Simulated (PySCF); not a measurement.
## Polarisability and C₆ of W⁺ (tungsten, charge +1)

[Xe] 4f14 5d4 6s1, high-spin 6D determinant. Computed with PySCF 2.14 in ANO-RCC-VTZP, with the spin-free X2C one-electron Hamiltonian (Gaussian nucleus). Coupled (time-dependent) response in atomic units; α is the mean over directions. The basis has no added diffuse functions, which lowers α and C₆.

```
method  mean α (bohr³)         α xx, yy, zz  C₆ (like pair)  S(−4)
  PBE0           34.42  33.73, 33.73, 35.80           271.1  571.6
```

S(−4) is the Cauchy moment in α(ω) = α(0) + S(−4) ω² + …

Spin-orbit coupling is absent.

α(iu) at PBE0:

```tsv
u (hartree)	α(iu) (bohr³)
0	34.42
0.0500	33.06
0.100	29.64
0.200	21.58
0.300	15.71
0.500	9.781
0.750	6.740
1.00	5.185
1.50	3.472
2.00	2.507
3.00	1.492
5.00	0.7227
```

For an ion, C₆ is the dispersion term alone; charge-induced terms of lower order in 1/R come first.

The components differ because the open shell of this determinant is not spherical; for a pure term their mean is the scalar polarisability.

Spin-orbit coupling, absent here, splits the open shell strongly.
